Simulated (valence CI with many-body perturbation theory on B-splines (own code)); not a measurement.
E1 transitions of La XXVII

Computed by valence CI with perturbative core correlation (CI+MBPT): three valence electrons over a frozen Dirac-Fock core [Ar] 3d10, radial functions for each j: 11 s, 11 p, 10 d, 8 f, 5 g, 2 h, with the one-electron correlation potential Σ1, the two-electron term Σ2, the three-electron term Σ3, Breit, model QED; selected CI, second order for the rest, scaled by the run's own slope (own B-spline code, finite nucleus).

No measured spectrum was set against this ion. As an estimate, large intervals hold to a few tenths of a per cent, small ones and those within an open d or f shell to about a per cent.

Lines 51 to 100 of 554 in falling wavelength, among levels below 3221.8 × 10³ cm⁻¹, chosen from the strongest by gf and those to the six lowest levels. Wavelengths and rates use the calculated energies. Electric multipoles are in the length gauge, E1 and E2 with the static RPA response of the core. Weak lines are less certain than strong ones. Lines between different terms over intervals too small for the method are left out, as are lines whose strength nearly cancels. Where a level lies close to another of its J and parity, the split of strength between their lines is uncertain. The highest levels of a list are the least certain.

Levels are named by their leading jj configuration (3d3/2^4 stands for four electrons in 3d with j = 3/2), which in mixed levels can hold well under half, so a name can repeat and another be missing. Letters in brackets count levels of one name in rising energy.

```csv
λ vac (Å),Upper,Lower,A (s⁻¹),S (a.u.)
160.8,(4s 4d5/2^2) J=7/2,(4s^2 4f7/2) J=7/2,1.01e+10,1.66e-01
160.4,(4p3/2^2 4f7/2) J=11/2,(4s 4p3/2 4f7/2) J=9/2 [b],1.24e+10,3.02e-01
160.3,(4p1/2 4p3/2^2) J=3/2,(4s 4p1/2 4p3/2) J=3/2 [b],3.32e+09,2.70e-02
159.7,(4p3/2 4d5/2^2) J=11/2,(4s 4d5/2^2) J=9/2,2.19e+10,5.28e-01
159.0,(4s 4p3/2 4f7/2) J=5/2 [b],(4s^2 4f5/2) J=5/2,1.64e+10,1.96e-01
158.9,(4p3/2 4d3/2 4d5/2) J=5/2 [a],(4s 4d3/2 4d5/2) J=3/2 [a],1.34e+10,1.59e-01
158.9,(4p1/2 4p3/2^2) J=5/2,(4s 4p1/2 4p3/2) J=3/2 [b],9.94e+09,1.18e-01
157.9,(4p3/2^2 4d5/2) J=5/2 [b],(4s 4p3/2 4d5/2) J=5/2 [b],2.40e+10,2.80e-01
157.6,(4p3/2 4d5/2^2) J=9/2 [a],(4s 4d3/2 4d5/2) J=7/2 [b],1.32e+10,2.55e-01
157.0,(4p3/2 4d3/2 4d5/2) J=11/2,(4s 4p3/2 4f7/2) J=11/2,2.49e+10,5.72e-01
156.5,(4p3/2^2 4d5/2) J=7/2,(4s 4p3/2 4d5/2) J=5/2 [a],2.15e+10,3.26e-01
156.2,(4s 4p1/2 4f7/2) J=7/2 [b],(4s 4p3/2 4d3/2) J=5/2 [b],1.08e+10,1.63e-01
155.9,(4p3/2 4d3/2 4d5/2) J=9/2,(4s 4d5/2^2) J=9/2,8.66e+09,1.62e-01
155.6,(4s 4p3/2 4d5/2) J=7/2 [a],(4s^2 4d5/2) J=5/2,1.77e+10,2.64e-01
155.5,(4s 4p3/2 4d5/2) J=3/2 [a],(4s^2 4d3/2) J=3/2,2.71e+10,2.01e-01
155.3,(4p1/2 4p3/2 4d5/2) J=7/2 [b],(4s 4p1/2 4d5/2) J=5/2 [b],1.75e+10,2.59e-01
155.2,(4p3/2 4d5/2^2) J=7/2 [c],(4s 4d3/2 4d5/2) J=5/2 [c],1.89e+10,2.78e-01
154.4,(4p1/2 4p3/2 4d5/2) J=5/2 [b],(4s 4p1/2 4d5/2) J=3/2,2.37e+10,2.58e-01
154.4,(4p1/2 4p3/2 4d5/2) J=7/2 [a],(4s 4p1/2 4d5/2) J=5/2 [a],3.16e+10,4.59e-01
153.4,(4p3/2 4d5/2^2) J=7/2 [b],(4s 4p3/2 4f7/2) J=5/2 [a],2.18e+10,3.11e-01
152.8,(4p1/2 4p3/2 4f7/2) J=11/2,(4s 4p1/2 4f7/2) J=9/2,3.32e+10,7.02e-01
152.6,(4p3/2^2 4f7/2) J=9/2,(4s 4p3/2 4f7/2) J=7/2,2.31e+10,4.06e-01
152.0,(4p1/2 4p3/2 4f7/2) J=9/2 [b],(4s 4p1/2 4f7/2) J=7/2 [b],3.03e+10,5.25e-01
151.9,(4p3/2 4d3/2 4d5/2) J=9/2,(4s 4d3/2 4d5/2) J=7/2 [a],1.94e+10,3.36e-01
151.7,(4s 4p3/2 4d5/2) J=7/2 [b],(4s^2 4d5/2) J=5/2,4.56e+10,6.28e-01
151.6,(4p1/2 4p3/2 4d3/2) J=5/2 [a],(4s 4p1/2 4d3/2) J=5/2,1.93e+10,1.99e-01
151.0,(4p1/2 4p3/2 4f7/2) J=9/2 [a],(4s 4p1/2 4f7/2) J=9/2,1.62e+10,2.75e-01
150.9,(4p3/2 4d3/2 4d5/2) J=7/2 [c],(4s 4d3/2 4d5/2) J=5/2 [b],1.96e+10,2.66e-01
150.3,(4p3/2 4d3/2 4d5/2) J=11/2,(4s 4d3/2 4d5/2) J=9/2,3.83e+10,7.70e-01
150.3,(4s 4p3/2 4f7/2) J=9/2 [b],(4s^2 4f7/2) J=7/2,2.74e+10,4.60e-01
149.4,(4p3/2^2 4d3/2) J=3/2 [b],(4s 4p3/2 4d3/2) J=5/2 [b],2.76e+10,1.81e-01
149.2,(4p1/2 4p3/2 4d5/2) J=9/2,(4s 4p1/2 4d5/2) J=7/2,2.18e+10,3.58e-01
148.3,(4s 4p1/2 4d3/2) J=3/2 [a],(4s 4p1/2 4p3/2) J=3/2 [b],7.51e+09,4.84e-02
148.1,(4p1/2 4p3/2 4f5/2) J=5/2 [a],(4s 4p1/2 4f5/2) J=3/2,1.47e+10,1.41e-01
147.5,(4p1/2 4p3/2 4d3/2) J=7/2,(4s 4p1/2 4d3/2) J=5/2,1.76e+10,2.24e-01
147.3,(4p3/2^2 4d5/2) J=7/2,(4s 4p3/2 4d3/2) J=7/2,1.39e+10,1.75e-01
147.0,(4p1/2 4p3/2 4f7/2) J=9/2 [a],(4s 4p1/2 4f7/2) J=7/2 [a],1.82e+10,2.85e-01
146.6,(4p3/2 4d5/2^2) J=7/2 [a],(4s 4d3/2 4d5/2) J=9/2,2.19e+10,2.73e-01
146.4,(4p1/2 4p3/2 4f7/2) J=7/2 [b],(4s 4p1/2 4f5/2) J=5/2 [b],1.57e+10,1.94e-01
146.4,(4p1/2 4p3/2 4d5/2) J=5/2 [a],(4s 4p1/2 4d5/2) J=7/2,1.71e+10,1.59e-01
146.4,(4p3/2 4d3/2 4d5/2) J=7/2 [b],(4s 4d3/2 4d5/2) J=7/2 [a],1.22e+10,1.51e-01
146.2,(4p1/2 4p3/2 4f7/2) J=3/2,(4s 4p1/2 4f7/2) J=5/2,3.02e+10,1.86e-01
146.2,(4p3/2^2 4f7/2) J=9/2,(4s 4p3/2 4f7/2) J=9/2 [a],1.99e+10,3.07e-01
146.1,(4p3/2 4d3/2^2) J=7/2,(4s 4p1/2 4f7/2) J=5/2,3.29e+10,4.05e-01
146.1,(4s 4p3/2 4d3/2) J=5/2 [b],(4s^2 4d3/2) J=3/2,5.92e+10,5.46e-01
145.6,(4p1/2 4p3/2 4f7/2) J=5/2 [b],(4s 4p1/2 4f7/2) J=7/2 [c],3.11e+10,2.84e-01
145.5,(4p3/2 4d3/2 4d5/2) J=5/2 [b],(4s 4d3/2 4d5/2) J=5/2 [a],1.87e+10,1.71e-01
145.5,(4p1/2 4p3/2^2) J=3/2,(4s 4p1/2 4p3/2) J=5/2,1.96e+10,1.19e-01
145.3,(4p1/2 4p3/2 4f5/2) J=7/2,(4s 4p1/2 4f5/2) J=5/2 [a],1.28e+10,1.55e-01
145.2,(4p3/2 4d3/2 4d5/2) J=7/2 [a],(4s 4p1/2 4f7/2) J=5/2,1.38e+10,1.67e-01
```
